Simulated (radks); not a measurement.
Excited configurations of the europium ion Eu2+: one electron is placed in a higher orbital outside [Xe] 4f6. The ground configuration is [Xe] 4f7. Method: Dirac Kohn-Sham, PBE, spin-unpolarised, spherical densities, finite nucleus; open shells are shared between the two j in proportion to 2j + 1; Fermi nuclear charge, rms radius 5.1115 fm; computed with a radial shooting solver on a logarithmic mesh with Libxc functionals. Excitation = E - E(ground); binding = E(ion) - E, where the ion is the core of charge +3; n* = 3/sqrt(2 binding) in atomic units, and the quantum defect is n - n*. Eigenvalue and <r> are those of j = l + 1/2.

outer orbital  excitation (eV)  binding (eV)     n*  quantum defect  <r> (bohr)
5f                      16.403         7.930  3.929           1.071       5.694
6s                       5.209        19.124  2.530           3.470       3.370
6d                      14.820         9.514  3.588           2.412       5.722
6f                      19.020         5.314  4.800           1.200       9.762
7s                      14.442         9.892  3.518           3.482       6.408
7p                      16.100         8.234  3.856           3.144       7.453
7f                      20.590         3.744  5.719           1.281       14.83

The Delta-SCF ionisation energy is 24.334 eV (NIST Atomic Spectra Database: 24.84 eV, semi-empirical). Self-interaction in the functional shifts the binding energies and quantum defects, so they are the method's values and not measured ones. Spin polarisation and multiplet splitting are left out, so open shells lie too high by an amount that depends on their filling. Sharing an open shell by 2j + 1 raises it above the true ground level by a part of the spin-orbit splitting, which enters the differences from NIST.

Beside tabulated values, note that spin-unpolarised runs miss the spin-polarisation part of the exchange energy of open shells.
